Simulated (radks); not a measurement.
Results of a calculation; reference values are marked as such.
Lu4+, configuration [Xe] 4f13.

Level of theory: Dirac Kohn-Sham, PBEsol, spin-unpolarised, spherical densities, point nucleus; open shells fill j = l - 1/2 first (a radial shooting solver on a logarithmic mesh with Libxc functionals).

Energy parts (eV):
total: -396563.40
kinetic: 442139.79
electron-nucleus: -983202.52
Hartree: 152555.43
exchange-correlation: -8056.10

Orbitals (lengths in bohr, moments of r in powers of bohr; r(max) is where P^2 peaks; r(90%) holds 90 % of the orbital's charge):
orbital,occ.,eigenvalue (eV),r(max),<r^2>,r(90%),<r>
1s1/2,2,-63188.86,0.01213,0.0005122,0.0351,0.01932
2s1/2,2,-10790.56,0.06951,0.007863,0.127,0.08125
2p1/2,2,-10301.33,0.05193,0.005643,0.112,0.06742
2p3/2,4,-9184.437,0.05846,0.006853,0.122,0.07503
3s1/2,2,-2483.619,0.1960,0.05162,0.312,0.2122
3p1/2,2,-2267.322,0.1839,0.04756,0.304,0.2021
3p3/2,4,-2029.148,0.1974,0.05427,0.324,0.2163
3d3/2,4,-1662.061,0.1552,0.04238,0.296,0.1899
3d5/2,6,-1610.057,0.1589,0.04423,0.302,0.1943
4s1/2,2,-533.5279,0.4464,0.2577,0.687,0.4775
4p1/2,2,-445.4767,0.4473,0.2675,0.706,0.4845
4p3/2,4,-391.0334,0.4760,0.3043,0.752,0.5170
4d3/2,4,-246.2444,0.4754,0.3377,0.811,0.5393
4d5/2,6,-236.2736,0.4846,0.3520,0.827,0.5507
5s1/2,2,-105.5657,1.032,1.467,1.64,1.143
5p1/2,2,-80.1950,1.113,1.788,1.83,1.259
5p3/2,4,-72.4496,1.194,2.057,1.96,1.350
4f5/2,6,-58.3897,0.4625,0.5850,1.14,0.6774
4f7/2,7,-56.7782,0.4677,0.6052,1.16,0.6884

The highest occupied level is 4f7/2 at -56.778 eV. Summed over all electrons, <r^2> = 29.12 bohr^2, which gives a Langevin (diamagnetic) susceptibility term of -23.1 x 10^-6 cm^3/mol. The density falls to 0.001 e/bohr^3 at r = 2.90 bohr.
